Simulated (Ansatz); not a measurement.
Basis-set series for `[NH2][In]([F])[SH]`. Charge 0, multiplicity 1. In takes the def2 core potential. Geometry: relaxed with PBE0-D4/def2-TZVP. It is one conformer, not always the lowest.

```
functional       basis  functions  energy (Eh)  HOMO (eV)  LUMO (eV)
   PBE0-D4    def2-SVP         87   -744.24039      -7.49      -1.48
   PBE0-D4  def2-TZVPP        196   -744.59154      -7.72      -1.71
   ωB97M-V    def2-SVP         87   -744.41036      -9.71       0.45
   ωB97M-V  def2-TZVPP        196   -744.76598      -9.96       0.12
```

(1) Give the rows for def2-QZVPP. (An estimate is asked.)

Results:

(1) Ansatz gave: 
```json
{"functional": "PBE0-D4", "basis": "def2-QZVPP", "functions": "356", "energy (Eh)": "-744.61523", "HOMO (eV)": "-7.76", "LUMO (eV)": "-1.82"}
{"functional": "ωB97M-V", "basis": "def2-QZVPP", "functions": "356", "energy (Eh)": "-744.78857", "HOMO (eV)": "-10.01", "LUMO (eV)": "-0.15"}
```

Positive LUMOs are unbound and depend on the basis.
